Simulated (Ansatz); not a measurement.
An input meant for SeCl₂ (charge 0, singlet).

```yaml
crystal:
  periodic: [true, true, true]
  atoms:
    - {symbol: Se, position_ang: [0.004937, -0.006916, -0.905217]}
    - {symbol: Cl, position_ang: [1.660145, -0.019080, 0.461826]}
    - {symbol: Cl, position_ang: [-1.665082, 0.025996, 0.443391]}
basis:
  gaussian: {orbitals: def2-SVP}
hamiltonian: {xc: {name: HSE06}}
correlation: {method: rpa, electrons: all}
scf: {omitted_lower_state_checks: [starts]}
```

```sh
$ ansatz run in.yaml --threads 4 --pin off --events-out ev --progress --plain --max-ram 3916MiB
```

Task: Predict how Ansatz answers.

Result: The program refused the input. The species is marked periodic without a cell.
```
Error: YAML parse error: error: line 2 column 3: crystal: missing field `lattice` (a structure is typed as `lattice` and `atoms`, a molecule's as `atoms` in Å alone, or read from a run's directory, `checkpoint`)
 --> <input>:2:3
1 | crystal:
2 |   periodic: [true, true, true]
3 |   atoms:
4 |     - {symbol: Se, position_ang: [0.004937, -0.006916, -0.905217]}
```
